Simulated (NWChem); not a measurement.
# C₄H₃Br; SMILES C#CC(=C)Br

```xyz
8

C      1.1289     2.6060    -0.0009
C      0.3341     1.6934    -0.0004
C     -0.5788     0.6118     0.0000
C     -1.9122     0.7150     0.0001
Br     0.2464    -1.1426     0.0002
H      1.8217     3.4168    -0.0016
H     -2.3746     1.6976     0.0000
H     -2.5566    -0.1561     0.0001
```
Atoms are numbered in this order, from 1.

Results from NWChem. Coordinates come from a B3LYP/6-31G* (spherical d) optimisation. GIAO values for the isolated, static molecule; σ is the absolute isotropic shielding, δ = σ(reference) − σ with the isolated reference molecule computed at the same levels (13C: tetramethylsilane, 1H: tetramethylsilane). Spin-orbit effects, on the heavy nuclei and on their neighbours, are missing.

For level KT2/pcSseg-1:

```
Property      Value
-----------  ------
δ C1 (ppm)     82.8
δ C2 (ppm)     80.3
δ C3 (ppm)    124.3
δ C4 (ppm)    126.2
σ Br5 (ppm)  1720.9
δ H7 (ppm)     5.95
```

**Question.** What are these values for level PBE0/pcSseg-1?

**Answer.** 
| Item | Result |
|---|---|
| δ C1 (ppm) | 92.8 |
| δ C2 (ppm) | 83.5 |
| δ C3 (ppm) | 133.8 |
| δ C4 (ppm) | 138.0 |
| σ Br5 (ppm) | 1786.7 |
| δ H7 (ppm) | 6.17 |
